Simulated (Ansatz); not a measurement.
```yaml
crystal:
  periodic: [false, false, false]
  atoms:
    - {symbol: C, position_ang: [0.632143, -0.418521, 1.684715]}
    - {symbol: C, position_ang: [-0.122140, -0.309603, 0.271861]}
    - {symbol: F, position_ang: [0.710650, -1.140370, -0.556797]}
    - {symbol: F, position_ang: [-1.017947, -1.032942, 0.362294]}
    - {symbol: O, position_ang: [-0.089796, 0.893335, -0.266895]}
    - {symbol: C, position_ang: [-0.528412, 0.786835, -1.473476]}
    - {symbol: F, position_ang: [0.289064, 0.889608, -2.449372]}
    - {symbol: H, position_ang: [0.979388, -1.290236, 1.893986]}
    - {symbol: H, position_ang: [0.018320, 0.218246, 2.229350]}
    - {symbol: H, position_ang: [1.708992, -0.047004, 1.411499]}
    - {symbol: H, position_ang: [-1.251926, 1.687281, -1.560557]}
    - {symbol: H, position_ang: [-1.296140, -0.139857, -1.667904]}
basis:
  gaussian: {orbitals: pcseg-2, final_grid: {core_spheres: 8, valence_spheres: 7, degree: 23}}
hamiltonian: {xc: {name: revPBE}}
relax: {f_tol: 0.001, max_steps: 2}
output: {forces: true}
```

```sh
$ ansatz run in.yaml --threads 4 --pin off --events-out ev --progress --plain --max-ram 11315MiB
```

Task: How does Ansatz answer? (Estimate.)

Result: Computed: The calculation stopped without meeting its thresholds.
```
Functional definition: revPBE
1359 factors; their error is unknown
mean field evaluation 1: about -13376.0706 eV, gradient 7.7e1 eV
mean field evaluation 2: about -13363.4776 eV, gradient 1.0e2 eV
mean field evaluation 4: about -13387.2612 eV, gradient 8.3e0 eV
mean field evaluation 8: about -13387.3799 eV, gradient 1.7e-1 eV
mean field evaluation 16: about -13387.2945 eV, gradient 1.4e-2 eV
mean field -13387.29445189 eV, -491.9739968729 hartree, gradient 2.8e-5 eV, S^2 0.000000; 0 other end points of the search recorded, 0 dependent functions left out
reference -13387.29451430 eV, -491.9739991664 hartree; 29, 29 occupied and 251, 251 virtual orbitals, 1359 factors
relax step   1: F+E_penalty+E_count = -13387.29445189 eV  Δ(F+E_penalty+E_count) = +0.000e0 eV  max|allowed force component| = 1.437e1 eV/Å  Δτ_max = 0.0000 Å  (32 SCF iters, accepted)
1359 factors; their error is unknown
mean field -13390.80786590 eV, -492.1031124564 hartree, gradient 8.7e-6 eV, S^2 0.000000; 0 other end points of the search recorded, 0 dependent functions left out
reference -13390.80792467 eV, -492.1031146159 hartree; 29, 29 occupied and 251, 251 virtual orbitals, 1359 factors
relax step   2: F+E_penalty+E_count = -13390.80786590 eV  Δ(F+E_penalty+E_count) = -3.513e0 eV  max|allowed force component| = 6.139e0 eV/Å  Δτ_max = 0.1863 Å  (39 SCF iters, accepted)
Error: geometry relaxation did not converge after 2 steps: max|allowed force component| = 6.14e0 eV/Å (threshold 1.0e-3). Raise `relax.max_steps` over both its present limit and 2, loosen `relax.f_tol`, or start from a geometry closer to equilibrium. Where this run's directory can be resumed (`checkpoint.write`), a resume goes on for up to `relax.max_steps` more
```
